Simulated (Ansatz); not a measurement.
A structure relaxed at r2SCAN-D4/def2-SVP in Ansatz, charge 1, doublet:

Cartesian coordinates in Å:
```
Ge 1.291 -1.149 -0.339
Ge -2.188 2.193 1.824
Ge -0.713 0.424 -0.899
O 2.535 -2.125 0.015
O -0.526 -1.297 -0.398
O 1.074 0.612 -0.763
O -1.473 1.342 0.560
```

(1) Give its formula and point group.

(2) Summarise the bond lengths by kind (pairs closer than 1.2 times the sum of covalent radii, bridged metal pairs left out).

Answers

(1) the cluster Ge₃O₄⁺. Point group Cs (tolerance 0.1 Å).

(2) 7 × Ge–O 1.62 to 1.88 Å; 1 × Ge–Ge 2.61 Å.

The relaxation made no stability test and no search for a lower SCF solution. Another isomer (doublet) lies 1.15 eV lower at PBE0-D4/def2-TZVP; other spin states weren't run for this one.
